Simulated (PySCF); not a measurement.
**Electronic absorption of C7H13BGaN**

Compound: C7H13BGaN.
Numbering: `[CH3:1][B:2]([CH3:3])[c:4]1[cH:5][cH:6][n+:7]([GaH3-:8])[cH:9][cH:10]1` (hydrogens: H11, H12, H13 on C1; H14, H15, H16 on C3; H17 on C5; H18 on C6; H19, H20, H21 on Ga8; H22 on C9; H23 on C10)

Theory: TDDFT B3LYP/def2-SVPD, vertical, gas phase, core orbitals frozen in the response in PySCF. Isolated species at its PBE0-D3(BJ)/def2-SVP geometry, gas phase. The B3LYP/def2-SVPD calculation is non-relativistic and has no spin–orbit coupling, an omission that weighs most on gallium. Torsions of this conformer, `[CH3:1][B:2]([CH3:3])[c:4]1[cH:5][cH:6][n+:7]([GaH3-:8])[cH:9][cH:10]1`: C1–B2–C4–C5 -2°.

| state | λ (nm) | E (eV) | f | main configurations (H = HOMO, L = LUMO) |
| --- | --- | --- | --- | --- |
| S1 | 359.2 | 3.45 | 0.062 | H→L (99%) |
| S2 | 351.1 | 3.53 | 0.0004 | H-1→L (100%) |
| S3 | 268.4 | 4.62 | 0.014 | H→L+1 (60%), H-2→L (38%) |
| S4 | 266.7 | 4.65 | 0.0015 | H-3→L (96%) |
| S5 | 256.0 | 4.84 | 0.027 | H-2→L (54%), H→L+1 (39%) |
| S6 | 255.6 | 4.85 | 0.0034 | H-1→L+1 (98%) |
| S7 | 241.6 | 5.13 | 0.0007 | H-5→L (88%), H-4→L (10%) |
| S8 | 225.5 | 5.50 | 0.0008 | H-6→L (95%) |
| S9 | 216.5 | 5.73 | 0.184 | H-4→L (78%), H-2→L+1 (10%), H-5→L (9%) |
| S10 | 210.0 | 5.90 | 0.0001 | H-3→L+1 (99%) |

Triplets, Tamm–Dancoff:

| state | E (eV) | λ (nm) | main configurations (H = HOMO, L = LUMO) |
| --- | --- | --- | --- |
| T1 | 3.26 | 379.9 | H→L (94%) |
| T2 | 3.51 | 353.4 | H-1→L (98%) |
| T3 | 3.80 | 326.4 | H-2→L (96%) |
| T4 | 4.18 | 296.7 | H-4→L (53%), H-2→L+1 (31%) |

The lowest singlet lies at 3.45 eV (359 nm, ultraviolet) and is of moderate strength; its leading configuration is HOMO→LUMO (99%). The strongest level in the table is S9 at 5.73 eV (216 nm, f = 0.184). S5/S6 lie within about 0.01 eV of each other. Löwdin shares by element: HOMO hydrogen 55% or more, gallium 39%; LUMO carbon 28% or more, boron 18%, nitrogen 15% (atoms not listed hold the other 39%). The listed states span 2.45 eV, and the widest gap between neighbours is 1.09 eV (S2 to S3). The oscillator strengths of these states sum to 0.293; summed over the whole spectrum of an exact calculation they would give the number of electrons, 98 (Thomas–Reiche–Kuhn). Weighted by f, the mean energy of these states is 5.09 eV. No computed singlet lies in the visible range (380 to 750 nm); the lowest, at 359 nm, stands 0.19 eV above its violet end (3.26 eV); a Tamm–Dancoff triplet lies at 380 nm, without intensity as long as spin–orbit coupling is left out. The vertical ionisation energy (ΔSCF) is 9.37 eV, 3.47 eV above S10. Only the lowest 10 singlets were computed, as vertical energies without vibronic structure.
